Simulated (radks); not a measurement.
Results of a calculation; reference values are marked as such.
Fractional charge and spin in the 3s shell of argon: the spin-up occupation runs from 0 to 1 and the spin-down occupation from 0 to 1; the fullest corner is Ar+, [Ne] 3p(up 2.5, down 2.5) 3s(up 1, down 1). Code: a radial shooting solver on a logarithmic mesh with Libxc functionals. Model: scalar-relativistic Kohn-Sham, SCAN, spin-polarised, spherical densities, finite nucleus; meta-GGA in the generalised Kohn-Sham scheme; Fermi nuclear charge, rms radius of each element as measured or else 0.836 A^(1/3) + 0.57 fm. Energy (eV) minus the two flat planes that join the four corners (they meet along the diagonal where the two added fractions sum to one electron); zero is where a piecewise linear energy would lie.

\begin{tabular}{lrrrrr}
down \ up & 0 & 0.25 & 0.5 & 0.75 & 1 \\ \hline
0 & 0.000 & -1.347 & -1.816 & -1.364 & 0.000 \\
0.25 & -1.347 & -1.639 & -1.072 & 0.390 & -1.240 \\
0.5 & -1.816 & -1.072 & 0.507 & -1.004 & -1.668 \\
0.75 & -1.364 & 0.390 & -1.004 & -1.532 & -1.237 \\
1 & 0.000 & -1.240 & -1.668 & -1.237 & 0.000 \\
\end{tabular}

Corners above the fullest one (they belong to Ar2+ and the next ion): (up 1, down 0) 44.499 eV, (up 0, down 1) 44.499 eV, (up 0, down 0) 104.92 eV. With half an added electron in each spin the energy lies 0.507 eV from the planes, and with half an added electron in spin up alone -1.816 eV. The planes are only a guide here: the flat-plane condition holds for ground states with one frontier orbital, while this shell lies below other occupied shells, so the corners above the fullest one are inner-hole states and not the ground states of those ions.
